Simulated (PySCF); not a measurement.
**Dipole moment and polarisability of TeMe2**

TeMe2, C₂H₆Te.
Cartesian coordinates in Å at the PBE0-D3(BJ)/def2-SVP level; atoms count from 1:
```xyz
9
C2H6Te angstrom
Te     0.006    0.009   -1.466
C      1.569   -0.015    0.013
H      1.495   -0.926    0.621
H      1.496    0.878    0.647
H      2.531   -0.007   -0.518
C     -1.570    0.015    0.000
H     -1.511    0.926    0.609
H     -1.492   -0.878    0.633
H     -2.526   -0.003   -0.539
```

Level: CAM-B3LYP/def2-SVPD (PySCF), static field, nuclei fixed, core orbitals frozen in the response. The polarisability tensor in these axes (au):

```
x   77.59 -0.15  0.03
y   -0.15 60.06 -0.06
z    0.03 -0.06 69.92
```

**Question.** What are the eigenvalues, a third of the trace, and Δα (Δα² = ½Σ(αi − αj)² over the three pairs)?

**Answer.** Principal values 60.06, 69.92 and 77.59 au; mean 69.19 au = 10.25 Å³ = 11.41 × 10⁻⁴⁰ C²·m²/J; Δα = 15.22 au (22 % of the mean).

**Question.** What is the dipole moment, and where does it point?

**Answer.** (-0.01, -0.01, 1.24) D, 1.24 D in size, pointing from the negative to the positive side. Measured along this direction, the outermost atoms are Te1 at the negative end and H8, H4, H3 and H7 at the positive end.

**Question.** Estimate the molar refractivity from the static electronic polarisability.

**Answer.** Lorentz–Lorenz: R = (4π/3)N_A α = 2.5225 cm³/(mol·Å³) × 10.25 Å³ = 25.9 cm³/mol, in the limit of long wavelengths.

**Question.** In a dilute gas of rigid molecules at 250 K, how does the orientational term μ²/3kT compare with the electronic polarisability?

**Answer.** In Gaussian units μ²/3kT = 14.96 Å³ against 10.25 Å³, a ratio of 1.46; the Debye molar polarisation (4π/3)N_A(α + μ²/3kT) is 63.6 cm³/mol, leaving out the vibrational part.

**Question.** Form Σ f/ω² (atomic units) for the 10 lowest TDDFT singlets, given as eV and f, and set it beside the mean polarisability, which is this sum over all singlets: 3.65, 0.0000; 4.82, 0.0055; 5.25, 0.0807; 5.96, 0.0424; 6.14, 0.0000; 6.38, 0.0276; 6.71, 0.0735; 7.15, 0.1666; 7.41, 0.0250; 7.46, 0.0795.

**Answer.** They add up to 8.74 au, 12.6 % of the 69.19 au; the largest single term is 2.41 au, from the state at 7.15 eV. Terms in order: 0.00, 0.17, 2.17, 0.88, 0.00, 0.50, 1.21, 2.41, 0.34, 1.06 au. Higher excitations give the rest. The strengths listed sum to 0.501.

**Question.** Give the principal axes and the span of the nuclei along them.

**Answer.** Largest value along (1.00, -0.01, 0.00), where the nuclei span 5.06 Å; middle along (0.00, -0.01, 1.00), 2.11 Å; least along (0.01, 1.00, 0.01), 1.83 Å. The response follows the extents in order.

**Question.** Rayleigh depolarisation ratio (linearly polarised light, static tensor)?

**Answer.** ρ = 3Δα²/(45ᾱ² + 4Δα²) = 694.9/(215442 + 926.6) = 0.00321.

Isolated species at its PBE0-D3(BJ)/def2-SVP geometry, gas phase. Atoms past krypton carry effective core potentials; spin–orbit coupling is left out.

These values come from a run that also computed excited states. The run took 11 s on an Arm Neoverse V2 with one thread (shared host).
